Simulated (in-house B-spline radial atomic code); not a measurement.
## RPA and G0W0 on r2SCAN0: Cs VIII (Cs7+)

Configuration [Kr] 4d10 5s2, mean-field start r2SCAN0. Computed with an all-electron radial atomic-structure program (B-spline basis): all electrons, scalar-relativistic (spin-free one-electron X2C), finite nucleus, each spin shell either full or empty, empty states to l = 9 with an (l + 1/2)⁻⁴ tail; G0W0 by contour deformation at full frequency.

Command:
```bash
python run_gw.py task.json out
```
Settings (radii: box in bohr, nucleus in fm):
```
Z                        55
electrons                48
configuration            [Kr] 4d10 5s2
hamiltonian              x2c
method                   r2scan0
lmax                     9
rms_radius               4.8041
spin_polarised           False
box_radius               8.41
intervals                66
ion_configuration        [Kr] 4d10 5s1
```

Cost of the run: 5.6 s on 1 thread of Arm Neoverse V2, on a shared host.

Energies (hartree):

```json
{"term": "mean-field total", "value": "-7774.59559"}
{"term": "Hartree-Fock functional on these orbitals", "value": "-7771.80097"}
{"term": "direct second order", "value": "-4.318"}
{"term": "second-order exchange", "value": "1.1815"}
{"term": "SOSEX correction", "value": "1.1088"}
```

(1) What is the RPA correlation energy, and what remains with SOSEX?

Quasi-particle levels (eV):

```json
{"level": "5s", "occupied": "yes", "mean field": "-105.91", "Σx - vxc": "-2.68", "Σc": "?", "QP weight": "?", "G0W0": "?"}
{"level": "4d", "occupied": "yes", "mean field": "-167.06", "Σx - vxc": "-8.80", "Σc": "0.51", "QP weight": "0.961", "G0W0": "-175.35"}
{"level": "5p", "occupied": "no", "mean field": "-85.60", "Σx - vxc": "5.36", "Σc": "-1.83", "QP weight": "0.970", "G0W0": "-82.06"}
```

G0W0 = mean field + (Σx - vxc) + Σc, with Σc (partial-wave tail included) taken at the quasi-particle energy. Only the outer levels were computed. Levels of low weight are left out.

(2) Where does G0W0 put 5s?

(3) What does it cost to remove one electron (to [Kr] 4d10 5s1) by differences of total energies, each species on its own start (correlation terms add to the Hartree-Fock functional)?

## Answers

(1) RPA gives -3.8453 hartree (-2.18 eV per electron); RPA + SOSEX gives -2.7365, and the second-order doubles -3.1365 hartree (no singles). SOSEX takes back 29 % of the RPA value.

(2) At -111.37 eV, with Σc = -2.78 eV and a quasi-particle weight of 0.971. The tabulated removal energy is 110.1 ± 0.6 eV (NIST, semi-empirical); the calculation leaves out spin-orbit coupling, Breit and QED terms, and what these don't explain is the method's own error.

(3) r2SCAN0 110.28 eV, Hartree-Fock functional 108.37 eV, + RPA 111.21 eV, + RPA + SOSEX 110.60 eV, + second order 111.95 eV. Tabulated: 110.1 ± 0.6 eV (NIST, semi-empirical); the calculation leaves out spin-orbit coupling, Breit and QED terms, and what these don't explain is the method's own error.
